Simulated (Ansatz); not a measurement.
Computed with Ansatz on PBE0-D4/def2-TZVP structures; ΔE is electronic, products minus reactants. CCSD(T)/CBS is the MP2 limit (def2-TZVPP, def2-QZVPP) plus CCSD(T) − MP2 in def2-TZVPP, frozen cores. This one scheme is used for every species. Functionals use def2-TZVPP. For V outer-core shells are correlated without core-valence functions, which leaves a few kJ/mol of doubt a bond. Scalar relativity is left out up to krypton.

`[CH3][V](=[O])([Cl])[Cl]` + `F[Si]Cl` → `[CH3][V](=[O])([F])[Cl]` + `Cl[Si]Cl`  (redistribution)

```json
{"level": "BLYP", "ΔE (kJ/mol)": "29.6"}
{"level": "CCSD/def2-TZVPP", "ΔE (kJ/mol)": "42.3"}
```

Q: What does CCSD(T)/CBS give? (An estimate is asked.)

A: Computed: +43.9 kJ/mol. The listed levels differ from it by -14.3, -1.6 kJ/mol.

Largest T1 diagnostic among the species: 0.031, so the coupled-cluster value is less sure than usual.

At CCSD(T), def2-SVP lies −13.6 kJ/mol from the extrapolated value and def2-TZVPP +0.0 kJ/mol. From PBE to PBE0 (25 % exact exchange), in def2-TZVPP and without D4, ΔE moves by +5.5 kJ/mol.
